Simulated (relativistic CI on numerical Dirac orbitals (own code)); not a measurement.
## Calculated levels, Ir69+

Method of calculation: Dirac-Coulomb-Breit CI, orbitals from a KLI potential per configuration, QED by a radiative potential, unscaled Slater integrals (own radial code, finite nucleus).

CI space (outside the closed core 1s2): 2s2 2p4, 2s 2p5, 2p6, 2p5 3s, 2s2 2p3 3s, 2p5 3p, 2p5 3d, 2s2 2p3 3p, 2s2 2p3 3d, 2s 2p4 3s, 2s 2p4 3p, 2s 2p4 3d, 2s2 2p3 4s, 2s2 2p3 4p, 2s2 2p3 4d, 2s2 2p3 4f, 2s2 2p2 3s2, 2s2 2p2 3s 3p, 2s 2p4 4s, 2s2 2p3 5s, 2s 2p4 4p, 2s2 2p2 3s 3d, 2s2 2p3 5p, 2s2 2p2 3p2, 2s 2p4 4d, 2s2 2p3 5d, 2s2 2p3 5f, 2s2 2p3 5g, 2s 2p4 4f, 2s2 2p2 3p 3d, 2s 2p3 3s2, 2s2 2p2 3d2, 2s 2p3 3s 3p, 2s 2p3 3s 3d, 2s 2p3 3p2, 2s 2p4 5s. Levels of other configurations are missing.

The lowest level is 2s2 2p4 3P_2, with 68 % of that term; Hund's rules for 2s2 2p4 give 3P with J = 2, in agreement.

| No. | Configuration | Term | J | E (10³ cm⁻¹) | % | Landé g | jj configuration (%) |
| --- | --- | --- | --- | --- | --- | --- | --- |
| 1 | 2s2 2p4 | 3P | 2 | 0.0 | 68 | 1.301 | 2p3/2^2 (100) |
| 2 | 2s2 2p4 | 1S | 0 | 523.5 | 65 |  | 2p3/2^2 (100) |
| 3 | 2s2 2p4 | 3P | 1 | 13581.1 | 100 | 1.466 | 2p1/2 2p3/2^3 (100) |
| 4 | 2s2 2p4 | 1D | 2 | 13733.7 | 68 | 1.118 | 2p1/2 2p3/2^3 (100) |
| 5 | 2s 2p5 | 3P° | 2 | 17090.5 | 100 | 1.458 | 2s 2p3/2^3 (100) |
| 6 | 2s 2p5 | 1P° | 1 | 17815.6 | 63 | 1.149 | 2s 2p3/2^3 (100) |
| 7 | 2s2 2p4 | 3P | 0 | 27544.1 | 65 |  | 2p3/2^4 (99) |
| 8 | 2s 2p5 | 3P° | 0 | 30777.6 | 100 |  | 2s 2p1/2 2p3/2^4 (100) |
| 9 | 2s 2p5 | 3P° | 1 | 31097.2 | 63 | 1.263 | 2s 2p1/2 2p3/2^4 (100) |
| 10 | 2p6 | 1S | 0 | 35235.5 | 99 |  | closed (99) |
| 11 | 2p3(2P°) 3s | 3P° | 2 | 75552.0 | 49 | 1.477 | 2p3/2 3s (100) |
| 12 | 2p3(2P°) 3s | 1P° | 1 | 75630.5 | 32 | 1.135 | 2p3/2 3s (100) |
| 13 | 2p3(2P°) 3p | 3P | 1 | 76606.8 | 32 | 1.464 | 2p3/2 3p1/2 (100) |
| 14 | 2p3(2P°) 3p | 3D | 2 | 76617.2 | 26 | 1.146 | 2p3/2 3p1/2 (100) |
| 15 | 2p3(2P°) 3p | 3D | 3 | 80496.6 | 51 | 1.313 | 2p3/2 3p3/2 (100) |
| 16 | 2p3(4S°) 3p | 3P | 1 | 80501.7 | 34 | 1.324 | 2p3/2 3p3/2 (100) |
| 17 | 2p3(2P°) 3p | 3P | 2 | 80751.2 | 45 | 1.307 | 2p3/2 3p3/2 (100) |
| 18 | 2p3(2D°) 3p | 3P | 0 | 80977.1 | 69 |  | 2p3/2 3p3/2 (100) |
| 19 | 2p3(2P°) 3d | 3D° | 2 | 81514.9 | 33 | 1.027 | 2p3/2 3d3/2 (100) |
| 20 | 2p3(2P°) 3d | 3F° | 3 | 81583.5 | 27 | 1.061 | 2p3/2 3d3/2 (99) |
| 21 | 2p3(2P°) 3d | 3D° | 1 | 81616.1 | 35 | 1.066 | 2p3/2 3d3/2 (100) |
| 22 | 2p3(2P°) 3d | 3P° | 0 | 81652.4 | 65 |  | 2p3/2 3d3/2 (100) |
| 23 | 2p3(2P°) 3d | 3F° | 4 | 82490.1 | 51 | 1.231 | 2p3/2 3d5/2 (100) |
| 24 | 2p3(4S°) 3d | 3D° | 2 | 82592.5 | 34 | 1.215 | 2p3/2 3d5/2 (100) |
| 25 | 2p3(2P°) 3d | 3D° | 3 | 82727.1 | 48 | 1.203 | 2p3/2 3d5/2 (99) |
| 26 | 2p3(4S°) 3d | 3D° | 1 | 82837.8 | 32 | 1.076 | 2p3/2 3d5/2 (100) |
| 27 | 2p3(4S°) 3s | 5S° | 2 | 88997.0 | 55 | 1.573 | 2p1/2 2p3/2^2 3s (100) |
| 28 | 2p3(4S°) 3s | 3S° | 1 | 89102.5 | 55 | 1.293 | 2p1/2 2p3/2^2 3s (100) |
| 29 | 2p3(2D°) 3s | 3D° | 3 | 89197.0 | 100 | 1.295 | 2p1/2 2p3/2^2 3s (100) |
| 30 | 2p3(2D°) 3s | 1D° | 2 | 89274.2 | 67 | 1.016 | 2p1/2 2p3/2^2 3s (100) |
| 31 | 2p3(2P°) 3s | 3P° | 0 | 89661.9 | 100 |  | 2p1/2 2p3/2^2 3s (100) |
| 32 | 2p3(2P°) 3s | 3P° | 1 | 89690.3 | 67 | 1.296 | 2p1/2 2p3/2^2 3s (100) |
| 33 | 2p3(4S°) 3p | 5P | 1 | 90025.7 | 46 | 1.630 | 2p1/2 2p3/2^2 3p1/2 (100) |
| 34 | 2p3(2D°) 3p | 3F | 2 | 90091.6 | 34 | 1.191 | 2p1/2 2p3/2^2 3p1/2 (100) |
| 35 | 2p3(2D°) 3p | 3F | 3 | 90227.1 | 44 | 1.075 | 2p1/2 2p3/2^2 3p1/2 (100) |
| 36 | 2p3(2D°) 3p | 3P | 2 | 90582.8 | 50 | 1.292 | 2p1/2 2p3/2^2 3p1/2 (99) |
| 37 | 2p3(2P°) 3p | 3D | 1 | 90672.6 | 74 | 0.629 | 2p1/2 2p3/2^2 3p1/2 (100) |
| 38 | 2p3(2P°) 3p | 3P | 0 | 91094.1 | 65 |  | 2p1/2 2p3/2^2 3p1/2 (99) |
| 39 | 2s 2p4(3P)<4P> 3s | 5P | 3 | 92002.0 | 69 | 1.525 | 2s 2p3/2^2 3s (99) |
| 40 | 2s 2p4(3P)<4P> 3s | 3P | 2 | 92267.3 | 58 | 1.363 | 2s 2p3/2^2 3s (99) |
| 41 | 2s 2p4(1S)<2S> 3s | 3S | 1 | 92949.5 | 64 | 1.973 | 2s 2p3/2^2 3s (99) |
| 42 | 2s 2p4(1D)<2D> 3s | 3D | 1 | 93016.7 | 34 | 0.967 | 2s 2p3/2^2 3s (98) |
| 43 | 2s 2p4(3P)<2P> 3s | 3P | 2 | 93079.2 | 56 | 1.351 | 2s 2p3/2^2 3s (98) |
| 44 | 2s 2p4(3P)<4P> 3p | 5P° | 2 | 93120.6 | 30 | 1.572 | 2s 2p3/2^2 3p1/2 (100) |
| 45 | 2s 2p4(3P)<4P> 3p | 3D° | 3 | 93129.6 | 41 | 1.307 | 2s 2p3/2^2 3p1/2 (99) |

Energies count from the lowest computed level; ° marks odd parity. Percentages are summed over parent terms; the parents shown are those of the largest component, closed shells are left out there, and <> holds an intermediate term. Filled j subshells are mostly left out of the jj labels.

The mean weight of the leading LS term, summed over parents, in these 45 levels is 57 %, and that of the leading jj configuration (from the same eigenvectors) 100 %, so jj coupling describes them better and the LS labels are nominal.

At this charge energies of transitions that change n are usually good to better than 1 %, and those within a shell (Δn = 0) to a few per cent.

LS names give the leading component of a level, which can be under half, so a name can repeat, a term be missing and a line seem to break the LS rules.
